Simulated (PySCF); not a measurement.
KBi and its ions

PBE0; basis K def2-SVPD, Bi def2-SVPD with ECP60; scalar-relativistic core potentials; PySCF 2.14. Neutral (UKS): triplet (π ↑↑), Re = 3.398 Å, ωe = 131 cm⁻¹, De = 1.06 eV, HOMO -3.61 eV, LUMO -1.48 eV.

KBi⁺ (UKS): quartet (σ ↑, π ↑↑), Re = 3.908 Å, ωe = 55.7 cm⁻¹. The energies at the minima are -814.31462 hartree for KBi and -814.12294 for KBi⁺.

Question: Work out the adiabatic ionisation energy, without and with harmonic zero-point energies (1 hartree = 27.2114 eV, 1 eV = 8065.5 cm⁻¹), and the change of the bond length.

Answer: At PBE0: 0.19168 hartree = 5.216 eV between the minima; the zero-point term (55.7 − 131.0)/2 cm⁻¹ = -0.005 eV makes it 5.211 eV. Re changes by +51.0 pm against the neutral. The electron leaves a σ orbital, and the ion is left as a loose complex of an ion and an atom.

Spin–orbit coupling is left out, which matters for elements this heavy, above all for dissociation energies. States were picked by a PBE0 search and need not be the measured ground states.
